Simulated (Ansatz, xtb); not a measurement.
## FH2NSbSi+: where a starting geometry ends

The starting geometry of this gas-phase singlet was built from a drawn formula by distance geometry and a force field; its bonds are those of `[NH2][Sb]([F])#[Si+]`.

```xyz
6

F     1.5181    1.0761    1.8412
N     0.0549    0.4459   -1.1560
Sb    1.5342   -0.0562    0.2394
Si    1.4516   -2.1286    0.7810
H    -0.2138    1.4519   -0.9192
H    -0.7539   -0.1339   -0.9938
```

Q: Where would you expect an optimisation with r2SCAN-D4/def2-SVP to take it?

A: It rearranges, giving a structure given below by its coordinates. Distances that change by over a tenth: Sb3–Si4 (2.14 → 2.86 Å). Contacts that open: F1–Sb3 (1.96 → 3.42 Å). Contacts that close: F1–Si4 (3.38 → 1.62 Å).

The energy falls by 4.46 eV over 49 steps:

| step | E − E(last) (eV) |
| --- | --- |
| 1 | 4.457 |
| 6 | 2.429 |
| 12 | 0.236 |
| 17 | 0.054 |
| 22 | 0.022 |
| 28 | 0.014 |
| 33 | 0.006 |
| 38 | 0.002 |
| 44 | 0.000 |
| 49 | 0.000 |

Final geometry (Å):

```yaml
atoms:
  - { symbol: F, position_ang: [2.1182, -0.9347, 2.6000] }
  - { symbol: N, position_ang: [-0.0171, 0.6234, -1.2058] }
  - { symbol: Sb, position_ang: [1.6637, 0.9427, -0.2247] }
  - { symbol: Si, position_ang: [0.8287, -1.0688, 1.6363] }
  - { symbol: H, position_ang: [-0.2560, 1.1424, -2.0551] }
  - { symbol: H, position_ang: [-0.7466, -0.0498, -0.9581] }
```

From the same start GFN2-xTB reaches the same bonding as this run.

The end wasn't checked by frequencies. Atoms past krypton carry core potentials, without spin–orbit terms. Run with Ansatz 0.2.0, 110 s on 2 threads of Arm Neoverse V2 (shared host).
